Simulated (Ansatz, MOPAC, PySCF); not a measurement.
System: SiOF2 (charge 0, singlet). SMILES: O=[Si](F)F
Structure (B3LYP-D3(BJ)/def2-TZVP (Ansatz, a first-principles code) minimum search):
```xyz
4

Si     0.1224    -0.0385    -0.0248
O      1.5315    -0.4819    -0.3108
F     -0.6987    -0.2461     1.2977
F     -0.8530     0.7344    -0.9829
```
Charge 0, spin multiplicity 1.

Unscaled harmonic wavenumbers (cm⁻¹) in rising order, each level at the stationary point that it reaches from this structure (no distance between atoms moves by over 0.3 Å); the order of modes can differ between levels, and a negative number is imaginary. B3LYP-D3(BJ)/def2-TZVP (PySCF, at the structure above): 334, 347, 360, 825, 989, 1327.

AM1 (MOPAC): 216, 237, 266, 948, 1240, 1338. Zero-point energy 6.1 against 6.0 kcal/mol; where all levels lie over 400 cm⁻¹, the wavenumbers are on average 1.137 times those of B3LYP-D3(BJ)/def2-TZVP.

PM7 (MOPAC): 273, 313, 361, 814, 957, 1261. Zero-point energy 5.7 against 6.0 kcal/mol; where all levels lie over 400 cm⁻¹, the wavenumbers are on average 0.968 times those of B3LYP-D3(BJ)/def2-TZVP.

HF/3-21G (Ansatz): 318, 356, 360, 880, 1107, 1386. Zero-point energy 6.3 against 6.0 kcal/mol; where all levels lie over 400 cm⁻¹, the wavenumbers are on average 1.077 times those of B3LYP-D3(BJ)/def2-TZVP.
